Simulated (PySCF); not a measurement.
PySCF 2.14 output of an unrestricted B3LYP calculation on a single atom or ion in aug-cc-pwCVTZ-DK3 with one added diffuse shell each of s, d, f type (12s10p9d6f1g, 138 functions), with scalar relativity by spin-free X2C-1e:

```
SCF conv_tol = 1e-09
number electrons alpha = 42  beta = 39
    P. J. Stephens, F. J. Devlin, C. F. Chabalowski, and M. J. Frisch.,  J. Phys. Chem. 98, 11623 (1994)
cycle= 1 E= -21532.3927021448  delta_E= -0.0194  |g|= 0.185  |ddm|= 0.97
cycle= 2 E= -21532.3930588751  delta_E= -0.000357  |g|= 0.145  |ddm|= 0.233
cycle= 3 E= -21532.3943073228  delta_E= -0.00125  |g|= 0.0122  |ddm|= 0.084
cycle= 4 E= -21532.3943254185  delta_E= -1.81e-05  |g|= 0.000496  |ddm|= 0.014
cycle= 5 E= -21532.3943254908  delta_E= -7.22e-08  |g|= 7.2e-05  |ddm|= 0.000803
cycle= 6 E= -21532.3943254923  delta_E= -1.55e-09  |g|= 6.88e-06  |ddm|= 0.000171
cycle= 7 E= -21532.3943254924  delta_E= -5.09e-11  |g|= 9.33e-07  |ddm|= 1.35e-05
converged SCF energy = -21532.3943254924  <S^2> = 3.7513124  2S+1 = 4.0006561
```

The run itself started from symmetry-adapted Hartree-Fock orbitals and held the occupation by maximum overlap, on a logarithmic radial grid, so the iterations belong to that start.

Which element, charge and spin multiplicity is this?

Bi(2+) (bismuth, charge +2), multiplicity 4; the state was [Xe] 4f14 5d10 6s1 6p2, high-spin 4P determinant (an excited configuration).

Spin-orbit coupling is strong in this species (close to jj coupling), so the high-spin LS determinant is a model state, not a physical level.
